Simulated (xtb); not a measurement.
xtb input:

```bash
xtb mol.xyz --gfn 2 --sp --chrg 1 --uhf 0
```
mol.xyz:
```
2

Ge    -0.00000000    -0.00000000    -0.04867710
H      0.00000000     0.00000000     1.55766720
```

Problem. What final total energy does it print?

Solution. -1.90555 Eh (GFN2-xTB).

This state (charge 1, singlet) is run at the relaxed geometry of the species with charge 0 and multiplicity 2.
